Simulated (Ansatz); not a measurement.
MgAg₆⁺, relaxed as a doublet with UKS PBE-D4/def2-SVP in Ansatz, starting from the GFN1-xTB geometry. Force threshold 0.02 eV/Å.

In the def2 sets Ag takes a core potential; there is no spin–orbit coupling. The relaxation made no stability test and no search for a lower SCF solution. No other spin state of charge 1 was run. Another isomer (doublet) lies 0.14 eV lower at PBE0-D4/def2-TZVP; other spin states weren't run for this one.

Start:

| atom | x (Å) | y (Å) | z (Å) |
| --- | --- | --- | --- |
| Mg1 | -1.524 | 3.307 | -1.007 |
| Ag2 | -1.140 | -1.958 | -0.108 |
| Ag3 | 1.447 | -0.735 | -0.102 |
| Ag4 | 0.114 | -1.113 | -2.482 |
| Ag5 | -0.897 | 0.734 | -0.624 |
| Ag6 | -0.361 | -0.250 | 1.987 |
| Ag7 | 2.360 | 0.015 | 2.336 |

Problem. Estimate the energy that the relaxation releases and the steps that it takes.

Solution. 59.8 kJ/mol, in 36 steps; 4.5 min on 4 threads of Arm Neoverse V1 on a shared host. No frequencies were taken in this run, so the end may be a saddle point.

Problem. Does the start keep its bonding?

Solution. Bonds lost: Ag3–Ag5 (atoms count from 1). Bonds formed: Mg1–Ag3, Mg1–Ag4, Mg1–Ag6, Mg1–Ag7 (atoms count from 1).

Problem. Predict the relaxed structure.

Solution. 
```
atom   x (Å)   y (Å)   z (Å)
 Mg1   0.278   1.837  -0.386
 Ag2  -0.881  -2.209  -0.278
 Ag3   1.573  -1.086   0.355
 Ag4   0.263  -0.404  -2.049
 Ag5  -2.083   0.637  -0.977
 Ag6  -0.784  -0.009   1.425
 Ag7   1.635   1.235   1.910
```
Bond lengths (bridged metal pairs left out): 10 × Ag–Ag 2.76 to 3.17 Å; 5 × Ag–Mg 2.71 to 3.28 Å.
